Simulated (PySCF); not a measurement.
IBr⁺ at r²SCAN

Computed with r²SCAN; basis I def2-SVP with ECP28, Br def2-SVP; scalar-relativistic core potentials; PySCF 2.14.

| Property | Result |
| --- | --- |
| state | ²Π (doublet), unpaired electrons π ↑ |
| bond length | 2.421 Å |
| harmonic wavenumber | 297 cm⁻¹ |
| force constant | 2.53 mdyn/Å |
| rotational constant Be | 0.05912 cm⁻¹ |
| anharmonicity ωexe | 0.739 cm⁻¹ |
| vibration–rotation constant αe | 0.000185 cm⁻¹ |
| well depth De to I⁺ + Br | 2.75 eV |
| dissociation energy D0 | 2.73 eV |
| bond order (Mayer) | 1.51 |
| dipole moment (positive dipole points towards Br; it is taken about the centre of mass and depends on that origin) | -0.75 D |

These are scalar-relativistic numbers at best; spin–orbit coupling would shift them, the dissociation energy most. For an ion De counts to the pair picked by the measured ionisation energies or electron affinities, which need not be the lowest pair at this level. The state was picked by a PBE0 search and need not be the measured ground state.
